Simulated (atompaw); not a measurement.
# Reading a pseudo-wave (Tm)

Columns: radius, all-electron u(r) and pseudo u(r) of the 4d shell (level -172.26 eV) of thulium in the configuration [Kr] 4d10 4f13 5s2 5p6 5d0 6s1.5 6p0.5; LDA (PW92), scalar-relativistic, PAW (atompaw) scheme, atompaw 4.2.0.5.

```tsv
r (bohr)	all-electron	pseudo
0.079	-0.6085	0.0121
0.158	-0.7621	0.0897
0.237	-0.0378	0.2672
0.315	0.7544	0.5271
0.394	1.2639	0.8195
0.473	1.4592	1.0659
0.552	1.4392	1.2033
0.631	1.3036	1.2076
0.710	1.1212	1.0999
0.788	0.9348	0.9344
0.867	0.7599	0.7601
0.946	0.6077	0.6077
1.025	0.4802	0.4802
1.104	0.3760	0.3760
1.183	0.2925	0.2925
1.262	0.2263	0.2263
1.340	0.1749	0.1749
1.419	0.1343	0.1343
1.498	0.1029	0.1029
1.577	0.0786	0.0786
1.656	0.0600	0.0600
1.735	0.0457	0.0457
1.813	0.0349	0.0349
1.892	0.0265	0.0265
1.971	0.0201	0.0201
2.050	0.0153	0.0153
```

Problem. How many radial nodes do the two functions have?

Solution. The all-electron 4d function has n − l − 1 = 1; the pseudo-wave has 0, since the states of the same l below it are removed with the core.

Problem. At about which radius was the pseudo-wave matched?

Solution. 0.90 bohr. The columns agree to 0.0005 from 0.79 bohr on; several derivatives are matched, so the curves merge somewhat inside the radius.

Problem. Is the pseudo-wave norm-conserving?

Solution. No, it belongs to a PAW set: the norm inside the radius is not constrained, and the difference is carried by the augmentation charge.
